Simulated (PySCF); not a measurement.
**Trend along group 15: MB cations**

PBE0 with triple-zeta basis sets in PySCF, for the lowest determinant that a PBE0 search found; no spin–orbit coupling. De refers to high-spin ground-configuration atoms (the charge goes to the atom of lower measured ionisation energy or higher electron affinity, which is not always the lowest computed limit). A positive dipole points towards B; it is taken about the centre of mass and depends on that origin.

```json
{"M": "N", "basis": "cc-pVTZ", "charged atom": "B+", "state (unpaired electrons)": "quartet (σ ↑, π ↑↑)", "Re (Å)": "1.436", "ωe (cm⁻¹)": "1171", "De (eV)": "2.23", "μ (D)": "2.84"}
{"M": "P", "basis": "def2-TZVPPD", "charged atom": "B+", "state (unpaired electrons)": "quartet (σ ↑, π ↑↑)", "Re (Å)": "1.846", "ωe (cm⁻¹)": "779", "De (eV)": "3.01", "μ (D)": "1.57"}
{"M": "As", "basis": "def2-TZVPPD", "charged atom": "B+", "state (unpaired electrons)": "quartet (σ ↑, π ↑↑)", "Re (Å)": "1.968", "ωe (cm⁻¹)": "637", "De (eV)": "2.93", "μ (D)": "2.42"}
```

The shortest bond is that of BN⁺ (1.436 Å), the longest that of BAs⁺ (1.968 Å).

The rows differ in basis set, which adds steps of its own.

Down a group the atoms grow and get heavier, so bonds lengthen and wavenumbers fall; this series shows no clear exception.

Spin–orbit coupling is left out. For an ion De counts to the pair picked by the measured ionisation energies or electron affinities, which need not be the lowest pair at this level. States were picked by a PBE0 search and need not be the measured ground states.
